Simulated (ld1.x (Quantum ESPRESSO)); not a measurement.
**Which change was made? (F, PAW)**

```json
{
 "Element": "fluorine",
 "Generator": "ld1.x (Quantum ESPRESSO) 7.5",
 "Type": "PAW",
 "Functional": "PBE",
 "Relativity": "scalar-relativistic",
 "Frozen core": "[He]",
 "Valence charge": "7",
 "Reference configuration": "2s2 2p3 (charge +2)",
 "Partial waves": "2s (bound): rcut 0.55, rcutus 0.75 bohr; 2s channel at -4.7 Ry: rcut 0.55, rcutus 0.75 bohr; 2p (bound): rcut 1.10, rcutus 1.20 bohr; 2p channel at -3.15 Ry: rcut 1.10, rcutus 1.20 bohr",
 "Local potential": "all-electron potential smoothed inside 1.10 bohr (lloc = -2)",
 "Core correction": "a·sin(br)/r model core, default radius (core density twice the valence density)",
 "Augmentation charge": "PSQ, inside the norm-conserving radii"
}
```

Cutoffs, loose and tight: the cutoffs (Ry, on a coarse ladder) from which the occupation-weighted sum of valence levels, in a spherical-Bessel basis at the reference potential, stays within 10 and 1 mRy of its value at 400 Ry. They do not see the model core or the augmentation charge, which bear on the density cutoff. Test errors are all-electron minus pseudo excitation energies from the reference, over the configurations 2s2 2p5; 2s2 2p4; 2s2 2p2; 2s2 2p5.3; 2s2 2p1; 2s1 2p5; 2s1 2p6; variants that change the core or the reference have their own tests.

The base gives: outcome: generated; cutoff, loose: 55 Ry; cutoff, tight: 110 Ry; bound ghosts: none; largest test error (meV): -58.

Task: After one change the result is: outcome: generated; cutoff, loose: 55 Ry; cutoff, tight: 110 Ry; bound ghosts: none; largest test error (meV): +11. Which change was it?
A. local potential all-electron potential smoothed inside 0.44 bohr (lloc = -2)
B. local potential all-electron potential smoothed inside 0.74 bohr (lloc = -2)
C. local potential all-electron potential smoothed inside 0.96 bohr (lloc = -2)
D. local potential all-electron potential smoothed inside 1.36 bohr (lloc = -2)

Result: A. The others give: local potential all-electron potential smoothed inside 0.96 bohr (lloc = -2) → outcome: generated, overlap not positive; bound ghosts: not determined (overlap not positive); largest test error (meV): -71 | local potential all-electron potential smoothed inside 1.36 bohr (lloc = -2) → outcome: generated, overlap not positive; bound ghosts: not determined (overlap not positive); largest test error (meV): -109 | local potential all-electron potential smoothed inside 0.74 bohr (lloc = -2) → outcome: generated; cutoff, loose: 55 Ry; cutoff, tight: 110 Ry; bound ghosts: none; largest test error (meV): -8.7. A file whose overlap is not positive is unfit for use, and its test errors describe a broken file.
